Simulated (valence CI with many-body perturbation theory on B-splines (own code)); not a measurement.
Results of a calculation; reference values are marked as such.
**Tm XLVII: magnetic and hyperfine properties of the levels**

Level of theory: valence CI with perturbative core correlation (CI+MBPT): five valence electrons over a frozen Dirac-Fock core [Ar], a basis of 7 s, 7 p, 8 d, 6 f, 4 g, 1 h functions for each j, with the one-electron correlation potential Σ1, the two-electron term Σ2, the three-electron term Σ3, Breit, model QED; selected CI, second order for the rest (own B-spline code, finite nucleus).

No measured spectrum was set against this ion. As an estimate, large intervals hold to a few tenths of a per cent, small ones and those within an open d or f shell to about a per cent. Only levels of the ground parity were solved; by the run's estimate the other parity begins above the list, which can be wrong where configurations are misplaced.

A/g_I is the dipole constant over the nuclear g factor μ/I (μ in nuclear magnetons, uniformly magnetised nucleus), B/Q the quadrupole constant per barn. Both hold the static response of the core; the bare values leave it out. Large factors of s and p1/2 electrons are usually good to 5 to 10 %; those of open d and f shells near neutrality can be off by tens of per cent, and small factors of p3/2, d and f electrons come from cancelling terms and can be off by a factor of two or in sign, in half-filled shells by more. B is blank for J = 1/2, where it vanishes, and for nearly pure S terms. Energies count from the lowest level.

Levels are named by their leading jj configuration (3d3/2^4 stands for four electrons in 3d with j = 3/2), which in mixed levels can hold well under half, so a name can repeat and another be missing. Letters in brackets count levels of one name in rising energy.

| Level | E (cm⁻¹) | g | A/g_I (MHz) | A/g_I bare | B/Q (MHz/b) | B/Q bare |
| --- | --- | --- | --- | --- | --- | --- |
| (3d3/2^4 3d5/2) J=5/2 | 0 | 1.323 | 26600 | 27500 | 49000 | 49600 |
| (3d3/2^3 3d5/2^2) J=5/2 [a] | 317220 | 1.334 | 17100 | 18000 | 21100 | 21300 |
| (3d3/2^3 3d5/2^2) J=7/2 [a] | 405770 | 1.156 | 33800 | 34300 | 56300 | 57000 |
| (3d3/2^3 3d5/2^2) J=11/2 | 416670 | 1.107 | 43100 | 43400 | -776 | -887 |
| (3d3/2^3 3d5/2^2) J=3/2 [a] | 417670 | 1.175 | 42000 | 42500 | 46800 | 47300 |
| (3d3/2^3 3d5/2^2) J=9/2 | 454810 | 1.135 | 38500 | 38900 | 57000 | 57700 |
| (3d3/2^3 3d5/2^2) J=5/2 [b] | 479350 | 1.136 | 39700 | 40200 | -767 | -753 |
| (3d3/2^3 3d5/2^2) J=1/2 | 500290 | 1.820 | -21900 | -19800 |  |  |
| (3d3/2^3 3d5/2^2) J=7/2 [b] | 515140 | 1.081 | 46600 | 46900 | -59900 | -60600 |
| (3d3/2^3 3d5/2^2) J=3/2 [b] | 628650 | 0.794 | 74100 | 73700 | -57300 | -58000 |
| (3d3/2^2 3d5/2^3) J=5/2 [a] | 717160 | 1.284 | 15200 | 16000 | 3540 | 3590 |
| (3d3/2^2 3d5/2^3) J=7/2 [a] | 778140 | 1.210 | 28800 | 29400 | -3810 | -3860 |
| (3d3/2^2 3d5/2^3) J=11/2 | 783040 | 1.085 | 42400 | 42700 | 1260 | 1280 |
| (3d3/2^2 3d5/2^3) J=9/2 [a] | 797970 | 1.141 | 36600 | 37000 | -7050 | -7150 |
| (3d3/2^2 3d5/2^3) J=13/2 | 821140 | 1.067 | 45400 | 45700 | -68.6 | -62.1 |
| (3d3/2^2 3d5/2^3) J=1/2 [a] | 828760 | 0.482 | 115000 | 114000 |  |  |
| (3d3/2^2 3d5/2^3) J=3/2 [a] | 838410 | 1.171 | 35600 | 36100 | 2360 | 2380 |
| (3d3/2^2 3d5/2^3) J=5/2 [b] | 848730 | 1.020 | 49700 | 49900 | -7290 | -7360 |
| (3d3/2^2 3d5/2^3) J=9/2 [b] | 887940 | 1.098 | 41600 | 42000 | 1850 | 1880 |
| (3d3/2^2 3d5/2^3) J=7/2 [b] | 906050 | 0.982 | 55500 | 55500 | -1620 | -1650 |
| (3d3/2^2 3d5/2^3) J=5/2 [c] | 920380 | 1.045 | 47100 | 47300 | 7720 | 7800 |
| (3d3/2^2 3d5/2^3) J=3/2 [b] | 928750 | 0.843 | 68800 | 68500 | 5130 | 5220 |
| (3d3/2^2 3d5/2^3) J=7/2 [c] | 968550 | 1.034 | 50200 | 50400 | 2620 | 2650 |
| (3d3/2^2 3d5/2^3) J=1/2 [b] | 969340 | 1.776 | -25800 | -23800 |  |  |
| (3d3/2^2 3d5/2^3) J=9/2 [c] | 1032500 | 1.104 | 41100 | 41400 | 24400 | 24800 |
| (3d3/2^2 3d5/2^3) J=3/2 [c] | 1147600 | 1.181 | 33700 | 34300 | -19600 | -19800 |
| (3d3/2^2 3d5/2^3) J=5/2 [d] | 1159100 | 1.239 | 30600 | 31300 | 2240 | 2280 |
| (3d3/2 3d5/2^4) J=5/2 [a] | 1188700 | 1.157 | 23500 | 23900 | -9150 | -9210 |
| (3d3/2 3d5/2^4) J=7/2 [a] | 1245400 | 1.182 | 32300 | 32900 | -68300 | -69100 |
| (3d3/2 3d5/2^4) J=11/2 | 1258200 | 1.066 | 44100 | 44400 | -582 | -483 |
| (3d3/2 3d5/2^4) J=3/2 [a] | 1270100 | 0.965 | 47900 | 47900 | -50800 | -51400 |
| (3d3/2 3d5/2^4) J=9/2 | 1314000 | 1.111 | 39200 | 39600 | -76200 | -77100 |
| (3d3/2 3d5/2^4) J=5/2 [b] | 1347800 | 1.108 | 39600 | 39900 | 10400 | 10500 |
| (3d3/2 3d5/2^4) J=7/2 [b] | 1372200 | 1.003 | 49700 | 49800 | 74600 | 75500 |
| (3d3/2 3d5/2^4) J=1/2 | 1435000 | 1.220 | -7820 | -7180 |  |  |
| (3d3/2 3d5/2^4) J=3/2 [b] | 1548400 | 0.869 | 72100 | 71900 | 73400 | 74300 |
| (3d5/2^5) J=5/2 | 1710200 | 1.147 | 31700 | 32100 | -76800 | -77700 |

Task: Take the isotope of mass number 171, with I = 1/2, μ = -0.23 μN. What is the hyperfine structure of (3d3/2^3 3d5/2^2) J=9/2?

Result: From the table A = -17700 MHz. Shifts from the centre of gravity in MHz: F = 4: 48700, F = 5: -39800.
